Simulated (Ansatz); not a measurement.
`[CH3][SnH2]/[CH]=C\F` + H–F → `[CH3][SnH2][F]` + `C=CF`  (ligand exchange at the Sn–C bond)

Program: Ansatz. Geometries: PBE0-D4/def2-TZVP. ΔE: electronic, gas phase. CCSD(T)/CBS is the MP2 limit (def2-TZVPP, def2-QZVPP) plus CCSD(T) − MP2 in def2-TZVPP, frozen cores. This one scheme is used for every species. Functionals use def2-TZVPP. def2 core potentials past Kr. For Sn outer-core shells are correlated without core-valence functions, which leaves a few kJ/mol of doubt a bond. Each species was taken in one conformer, which may not be the lowest.

```json
{"level": "PBE-D4", "ΔE (eV)": "-0.73"}
{"level": "PBE", "ΔE (eV)": "-0.80"}
{"level": "MP2/def2-TZVPP", "ΔE (eV)": "-0.55"}
{"level": "SCS-MP2/def2-TZVPP", "ΔE (eV)": "-0.65"}
{"level": "CCSD(T)/def2-TZVPP", "ΔE (eV)": "-0.61"}
{"level": "MP2/def2-QZVPP", "ΔE (eV)": "-0.59"}
{"level": "MP2/CBS(def2)", "ΔE (eV)": "-0.60"}
{"level": "CCSD/CBS(def2)", "ΔE (eV)": "-0.71"}
```

(1) What does CCSD(T)/CBS give? (An estimate is asked.)

Largest T1 diagnostic among the species: 0.013.

## Answers

(1) Ansatz gave: -0.67 eV. The listed levels differ from it by -0.06, -0.13, 0.12, 0.02, 0.06, 0.08, 0.07, -0.04 eV.

In def2-TZVPP, CCSD(T) changes the Hartree–Fock value by +0.36 eV (the triples alone add +0.04 eV) and MP2 by +0.42 eV. The D4 term adds +0.11 eV with B3LYP and +0.06 eV with PBE0; it sums over pairs of atoms, weighted by their polarisabilities, and B3LYP, whose exchange is more repulsive, gets the larger term.

B3LYP here is the variant with VWN-RPA as its local correlation; programs differ in this.
